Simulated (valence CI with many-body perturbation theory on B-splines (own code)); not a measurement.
The numbers below are computed, except where a source is named.
Energy levels of La LII

Method: valence CI with perturbative core correlation (CI+MBPT): four valence electrons over a frozen Dirac-Fock core [He], a basis of 11 s, 11 p, 10 d, 8 f, 5 g, 2 h functions for each j, with the one-electron correlation potential Σ1 (screened to all orders), the two-electron term Σ2, the three-electron term Σ3, Breit, model QED; selected single and double excitations, second order for the rest, scaled by the run's own slope (own B-spline code, finite nucleus).

No measured spectrum was set against this ion. As an estimate, large intervals hold to a few tenths of a per cent, small ones and those within an open d or f shell to about a per cent. Among the levels kept, up to 880 cm⁻¹ of a level comes from second order outside the variational space, and about a tenth of that is noise between levels of different J, which matters for small intervals.

Levels 181 to 208 of 208, with energies above the lowest level, (2s^2 2p1/2^2) J=0. "Leading %" is the weight of the configuration and term that name the level; weights of strongly mixed levels are sums over their largest components and can fall short. In the jj column 3d3/2^4 stands for four electrons in 3d with j = 3/2.

```tsv
No.	Configuration	Term	J	E (× 10³ cm⁻¹)	Leading %	Second component	g	Leading jj
181	2p³3p	³D	1	57351	45	27 % 2s2p²3d ³D	0.647	2p1/2 2p3/2^2 3p1/2 (62 %)
182	2s2p²3d	³F	4	57407	66	15 % 2s2p²3d ¹G	1.183	2s 2p3/2^2 3d5/2 (97 %)
183	2s2p²3d	³D	3	57426	78	5 % 2s2p²3d ³F	1.285	2s 2p3/2^2 3d5/2 (97 %)
184	2s2p²3d	³D	3	57469	46	26 % 2s2p²3d ¹F	1.222	2s 2p3/2^2 3d5/2 (96 %)
185	2s2p²3d	¹D	2	57520	52	27 % 2s2p²3d ³D	1.066	2s 2p3/2^2 3d5/2 (94 %)
186	2s2p²3d	³P	1	57544	40	27 % 2s2p²3d ¹P	1.195	2s 2p3/2^2 3d5/2 (93 %)
187	2p³3p	³P	0	57571	64	35 % 2p³3p ¹S		2p1/2 2p3/2^2 3p1/2 (95 %)
188	2s2p²3d	¹D	2	57645	42	25 % 2s2p²3d ³P	1.122	2s 2p3/2^2 3d5/2 (92 %)
189	2p³3p	⁵P	3	57845	54	24 % 2p³3p ³F	1.384	2p1/2 2p3/2^2 3p3/2 (99 %)
190	2p³3p	³P	2	57861	38	29 % 2p³3p ³D	1.418	2p1/2 2p3/2^2 3p3/2 (98 %)
191	2p³3p	³P	0	57870	99			2p1/2 2p3/2^2 3p3/2 (96 %)
192	2p³3p	¹P	1	57975	46	28 % 2p³3p ³D	0.991	2p1/2 2p3/2^2 3p3/2 (98 %)
193	2p³3p	³D	3	58014	68	29 % 2p³3p ¹F	1.212	2p1/2 2p3/2^2 3p3/2 (99 %)
194	2p³3p	³F	4	58021	98		1.232	2p1/2 2p3/2^2 3p3/2 (98 %)
195	2p³3p	³P	1	58194	76	15 % 2p³3p ¹P	1.438	2p1/2 2p3/2^2 3p3/2 (99 %)
196	2p³3p	¹D	2	58288	51	28 % 2p³3p ³P	1.150	2p1/2 2p3/2^2 3p3/2 (99 %)
197	2p³3d	⁵D°	1	58333	44	42 % 2p³3d ³D°	1.014	2p1/2 2p3/2^2 3d3/2 (99 %)
198	2p³3d	³F°	2	58345	40	38 % 2p³3d ⁵D°	1.074	2p1/2 2p3/2^2 3d3/2 (98 %)
199	2p³3d	⁵D°	0	58352	53	28 % 2p³3d ¹S°		2p1/2 2p3/2^2 3d3/2 (98 %)
200	2p³3d	³G°	3	58390	38	23 % 2p³3d ⁵D°	1.089	2p1/2 2p3/2^2 3d3/2 (97 %)
201	2p³3p	³P	1	58410	49	29 % 2p³3p ³S	1.489	2p1/2 2p3/2^2 3p3/2 (99 %)
202	2p³3p	³D	2	58432	46	34 % 2p³3p ¹D	1.145	2p1/2 2p3/2^2 3p3/2 (98 %)
203	2p³3d	³G°	4	58498	54	33 % 2p³3d ¹G°	1.042	2p1/2 2p3/2^2 3d3/2 (99 %)
204	2p³3d	⁵D°	4	58593	54	21 % 2p³3d ¹G°	1.283	2p1/2 2p3/2^2 3d5/2 (99 %)
205	2p³3d	³F°	3	58601	49	32 % 2p³3d ³D°	1.129	2p1/2 2p3/2^2 3d3/2 (91 %)
206	2p³3d	³P°	2	58608	38	25 % 2p³3d ³D°	1.225	2p1/2 2p3/2^2 3d3/2 (92 %)
207	2p³3d	³D°	3	58609	58	28 % 2p³3d ⁵D°	1.323	2p1/2 2p3/2^2 3d5/2 (93 %)
208	2p³3d	³S°	1	58644	29	22 % 2p³3d ³D°	1.243	2p1/2 2p3/2^2 3d3/2 (80 %)
```

Where two levels of one J and parity lie close, their mixing, g and order are uncertain.
